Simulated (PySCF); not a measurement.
Telling isomers of C$_{5}$H$_{4}$F$_{3}$NO$_{2}$ apart by NMR

PySCF 2.14.0 with density-fitted response routines calculation with structure optimised with GFN2-xTB and shieldings: GIAO PBE0/pcSseg-1; no relativistic terms, isolated molecule, equivalent nuclei averaged, single conformer.

References, each an isolated molecule treated in the same way: 1H (σ = 31.72 ppm), 13C (σ = 186.93 ppm) vs TMS. Splittings of carbon signals by F and P are missing where no couplings were computed. Where no couplings were computed, multiplicities follow the n + 1 count of equivalent neighbours, and m marks all less simple cases (inequivalent or close neighbours, rings, F or P nearby). Shifts are as computed. Against solution values, carbons near 30 ppm lie about +3 ppm off and those near 130 ppm about +5 ppm. Of 1211 compounds with measured shifts, 218 miss one by over three times the rms of a fit or turn the order of signals round; such compounds aren't used in these exercises.

(1) Tabulate the signals of `COc1cc(C(F)(F)F)on1`, `CC(=O)[C@H](C#N)OC(F)(F)F`, `CO[C@@]1(C#N)O[C@H]1C(F)(F)F` and their relative energies.

(2) What is the quickest way to tell COc1cc(C(F)(F)F)on1 from CC(=O)[C@H](C#N)OC(F)(F)F?

(3) What is the quickest way to tell COc1cc(C(F)(F)F)on1 from CO[C@@]1(C#N)O[C@H]1C(F)(F)F?

(4) What is the quickest way to tell CC(=O)[C@H](C#N)OC(F)(F)F from CO[C@@]1(C#N)O[C@H]1C(F)(F)F?

Results:

(1) 
```json
{"SMILES": "COc1cc(C(F)(F)F)on1", "carbon types": "3×C 1×CH 1×CH3", "δC": "177.7, 169.1, 127.7, 106.2, 58.5", "δH": "6.49 (m, 1H), 4.22 (s, 3H)", "E rel. (kcal/mol)": "21.6"}
{"SMILES": "CC(=O)[C@H](C#N)OC(F)(F)F", "carbon types": "3×C 1×CH 1×CH3", "δC": "202.3, 130.3, 116.5, 73.1, 27.8", "δH": "4.90 (s, 1H), 2.67 (s, 3H)", "E rel. (kcal/mol)": "0.0"}
{"SMILES": "CO[C@@]1(C#N)O[C@H]1C(F)(F)F", "carbon types": "3×C 1×CH 1×CH3", "δC": "130.7, 117.6, 69.9, 61.6, 56.8", "δH": "3.83 (s, 3H), 3.33 (m, 1H)", "E rel. (kcal/mol)": "30.5"}
```

Energies are electronic energies at PBE0/pcSseg-1 on these geometries, without zero-point or thermal terms, each for the one conformer computed, which needn't be the lowest.

(2) Both give the same number of carbon signals, with the same numbers of each carbon type, so the positions decide. The first has a substituted aromatic carbon next to the ring oxygen (C) at 169.1 ppm, the second an sp3 CH bonded to O, α to a carbonyl at 73.1 ppm. Their most deshielded carbons lie at 177.7 and 202.3 ppm. In the proton spectra the most deshielded non-exchanging signals are 6.49 (m, 1H) and 4.90 (s, 1H).

(3) Both give the same number of carbon signals, with the same numbers of each carbon type, so the positions decide. The first has an aromatic carbon bearing oxygen (C) at 177.7 ppm, the second an epoxide ring carbon (C) at 69.9 ppm. Their most deshielded carbons lie at 177.7 and 130.7 ppm. In the proton spectra the most deshielded non-exchanging signals are 6.49 (m, 1H) and 3.83 (s, 3H).

(4) Both give the same number of carbon signals, with the same numbers of each carbon type, so the positions decide. The first has a ketone carbonyl carbon (C) at 202.3 ppm, the second an epoxide ring carbon (C) at 69.9 ppm. Their most deshielded carbons lie at 202.3 and 130.7 ppm. In the proton spectra the most deshielded non-exchanging signals are 4.90 (s, 1H) and 3.83 (s, 3H).
